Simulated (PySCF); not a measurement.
Si(OH)2(PH2)2 (H6O2P2Si), SMILES O[Si](O)(P)P. Atoms are numbered in the order given.

```xyz
11

O     -0.8270    -0.8377     1.5037
Si    -0.1694    -0.3359     0.0549
O     -0.3529    -1.4813    -1.1460
P      2.0804    -0.1385     0.2270
P     -1.2369     1.6274    -0.3331
H     -0.4576    -1.6466     1.8812
H     -1.2547    -1.6461    -1.4492
H      2.2181     0.4523    -1.0664
H      1.9992     1.1171     0.9044
H     -2.4964     1.0006    -0.6004
H     -0.8498     1.6428    -1.7096
```
Charge 0, spin multiplicity 1.

Geometry optimised at B3LYP-D3(BJ)/def2-SVP. This is a generated structure with no PubChem entry under its InChIKey; it may be hypothetical. The values are those of a single conformer.

These are TDA-ωB97X/def2-SVPD (PySCF 2.14.0) values and carry that method's errors.

Vertical excitations. Gas-phase values at a fixed geometry.

Computed excitation energies, oscillator strengths and character:
| state | energy (eV) | λ (nm) | f | main pairs |
|---|---|---|---|---|
| S1 | 6.44 | 192 | 0.029 | HOMO→LUMO+1 46 %, HOMO→LUMO 25 % |
| S2 | 6.69 | 185 | 0.039 | HOMO→LUMO+2 29 %, HOMO→LUMO+3 28 %, HOMO−1→LUMO+1 14 %, HOMO→LUMO+5 7 % |
| S3 | 6.78 | 183 | 0.044 | HOMO→LUMO 55 %, HOMO→LUMO+1 11 %, HOMO→LUMO+2 11 % |
| S4 | 7.15 | 173 | 0.032 | HOMO−1→LUMO 56 %, HOMO→LUMO+4 11 % |
| S5 | 7.33 | 169 | 0.533 | HOMO→LUMO+2 32 %, HOMO→LUMO+1 15 %, HOMO→LUMO+3 13 %, HOMO→LUMO+6 7 % |
| S6 | 7.55 | 164 | 0.187 | HOMO−1→LUMO+1 46 %, HOMO−1→LUMO+2 15 %, HOMO→LUMO+3 8 % |
| S7 | 7.73 | 160 | 0.013 | HOMO→LUMO+5 38 %, HOMO→LUMO+3 13 %, HOMO−1→LUMO+2 12 % |
| S8 | 7.87 | 158 | 0.001 | HOMO→LUMO+4 21 %, HOMO→LUMO+6 20 %, HOMO→LUMO+8 15 %, HOMO→LUMO+5 13 % |
| S9 | 7.89 | 157 | 0.117 | HOMO−1→LUMO+3 36 %, HOMO→LUMO+3 11 %, HOMO→LUMO+7 6 %, HOMO→LUMO+5 6 % |
| S10 | 8.13 | 152 | 0.035 | HOMO−2→LUMO 18 %, HOMO−1→LUMO+2 10 %, HOMO−1→LUMO+3 10 %, HOMO−2→LUMO+1 8 % |
| T1 | 5.61 | 221 | 0 | HOMO→LUMO+1 43 %, HOMO→LUMO 23 %, HOMO→LUMO+2 14 % |
| T2 | 5.92 | 209 | 0 | HOMO→LUMO+2 27 %, HOMO−1→LUMO+3 18 %, HOMO→LUMO+1 11 %, HOMO−1→LUMO+1 6 % |
| T3 | 5.94 | 209 | 0 | HOMO−1→LUMO+1 21 %, HOMO→LUMO+3 16 %, HOMO→LUMO+5 15 %, HOMO→LUMO+2 14 % |
| T4 | 6.01 | 206 | 0 | HOMO−1→LUMO+2 19 %, HOMO−1→LUMO+1 13 %, HOMO→LUMO+3 12 %, HOMO−1→LUMO 12 % |
Triplets are in the Tamm–Dancoff approximation.
